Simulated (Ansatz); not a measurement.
Predict a relaxed structure of the cluster Ca₂S₂, charge 0, singlet, at r2SCAN-D4/def2-TZVP (Ansatz).


```xyz
4

Ca   -0.526    0.840   -1.318
Ca    0.536   -0.838    1.315
S    -0.114    1.592    1.061
S     0.104   -1.595   -1.058
```
Point group D2h (tolerance 0.1 Å). This is one stationary point.

The structure comes from a short search, and lower isomers may exist.
